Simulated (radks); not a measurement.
Values are calculated unless marked as measured or tabulated.
Question: All-electron atom: Au LIX in [Ar] 3d3. Code: a radial shooting solver on a logarithmic mesh with Libxc functionals. Model: Dirac Kohn-Sham, exchange-only PBE, spin-unpolarised, spherical densities, finite nucleus; open shells fill j = l - 1/2 first; Fermi nuclear charge, rms radius 5.4371 fm. Some entries of the table are withheld. Estimate them.

orbital  occ.  eigenvalue (eV)  <r^2> (bohr^2)  <1/r> (bohr^-1)
1s1/2       2              (1)       0.0003933            95.69
2s1/2       2        -18236.14        0.005859            23.68
2p1/2       2        -17690.04        0.004141            23.60
2p3/2       4        -15832.30        0.005290            19.26
3s1/2       2        -6928.461         0.03469              (2)
3p1/2       2              (3)         0.03117            9.124
3p3/2       4              (4)         0.03619            7.968
3d3/2       3        -5924.219         0.02675              (5)
3d5/2       0        -5818.438         0.02807              (6)
4s1/2       0              (7)          0.1246              (8)
4p1/2       0        -3488.857          0.1201            4.660
4p3/2       0        -3314.074          0.1334            4.228

Answer: 
(1) 1s1/2 eigenvalue (eV): -84734.65
(2) 3s1/2 <1/r> (bohr^-1): 9.208
(3) 3p1/2 eigenvalue (eV): -6709.868
(4) 3p3/2 eigenvalue (eV): -6243.449
(5) 3d3/2 <1/r> (bohr^-1): 7.838
(6) 3d5/2 <1/r> (bohr^-1): 7.574
(7) 4s1/2 eigenvalue (eV): -3584.038
(8) 4s1/2 <1/r> (bohr^-1): 4.710
